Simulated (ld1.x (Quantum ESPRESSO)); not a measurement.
## Zr: one change to a TM potential, before and after

```json
{
  "Element": "zirconium",
  "Generator": "ld1.x (Quantum ESPRESSO) 7.5",
  "Type": "norm-conserving Troullier–Martins (Kleinman–Bylander form)",
  "Functional": "LDA (PZ)",
  "Relativity": "fully relativistic",
  "Frozen core": "[Kr]",
  "Valence charge": "4",
  "Reference configuration": "4d2 5s1.5 5p0 (charge +0.5)",
  "Partial waves": "5s (bound): rc 3.00 bohr; 5p (bound, empty): rc 4.20 bohr; 4d (bound): rc 2.85 bohr",
  "Local potential": "all-electron potential smoothed inside 3.30 bohr (lloc = -1)",
  "Core correction": "Bessel-smoothed model core inside 1.35 bohr"
}
```

Open shells are filled in proportion to 2j + 1 (rel_dist='average').

All-electron outer shells of the reference configuration (LDA (PZ), scalar-relativistic, ld1.x):

```json
{"shell": "4p", "level (eV)": "-35.72", "outermost node (bohr)": "0.56", "outermost maximum (bohr)": "1.17"}
{"shell": "5s", "level (eV)": "-7.32", "outermost node (bohr)": "1.46", "outermost maximum (bohr)": "3.04"}
{"shell": "4d", "level (eV)": "-6.83", "outermost node (bohr)": "0.58", "outermost maximum (bohr)": "1.61"}
{"shell": "5p", "level (eV)": "-3.90", "outermost node (bohr)": "1.69", "outermost maximum (bohr)": "3.85"}
```

Change: local potential all-electron potential smoothed inside 2.25 bohr (lloc = -2).

Cutoffs: the cutoffs (Ry, on a coarse ladder) from which the occupation-weighted sum of valence levels, in a spherical-Bessel basis at the reference potential, stays within 10 and 1 mRy of its value at 400 Ry; they do not see the model core or the augmentation charge, which bear on the density cutoff. Errors are all-electron minus pseudo energies relative to the spin-unpolarised reference configuration.

Question: Predict the effect on cutoff, ghosts and configuration errors.

Answer: The potential gets neither clearly harder nor softer (21 Ry and 25 Ry → 21 Ry and 25 Ry); the s channel binds one level more than in the base; of the 7 tests that both files solve, the error grows in 1 and shrinks in 1 by more than 15 % and 0.3 meV (median size 4.6 → 2.7 meV); neither file shows a bound ghost.

| quantity | base | changed |
| --- | --- | --- |
| cutoff, loose | 21 Ry | 21 Ry |
| cutoff, tight | 25 Ry | 25 Ry |
| bound ghosts | none | none |
| error for 4d2 5s2 5p0, meV [ΔE -2.97 eV] | -0.1 | +0.6 |
| error for 4d2 5s1 5p0, meV [ΔE 4.38 eV] | -0.5 | +0.5 |
| error for 4d2 5s0 5p0, meV [ΔE 17.62 eV] | -22 | -20 |
| error for 4d1 5s0 5p0, meV [ΔE 40.44 eV] | -237 | -219 |
| error for 4d2 5s1 5p1, meV [ΔE 0.14 eV] | -1.8 | -1.7 |
| error for 4d3 5s0 5p0, meV [ΔE 4.84 eV] | -93 | -88 |
| error for 4d2 5s0 5p1, meV [ΔE 8.19 eV] | -4.6 | -2.7 |
| s: phases at 4.56 bohr within 0.05 rad from the reference energy up to (Ry; the scan ends near 5) | 0.2 | -0.2 |
| p1/2: phases at 4.56 bohr within 0.05 rad from the reference energy up to (Ry; the scan ends near 5) | 0.6 | 0.4 |
| p3/2: phases at 4.56 bohr within 0.05 rad from the reference energy up to (Ry; the scan ends near 5) | 0.5 | 0.4 |
| d3/2: phases at 4.56 bohr within 0.05 rad from the reference energy up to (Ry; the scan ends near 5) | 0.2 | 0.3 |
| d5/2: phases at 4.56 bohr within 0.05 rad from the reference energy up to (Ry; the scan ends near 5) | 0.2 | 0.3 |
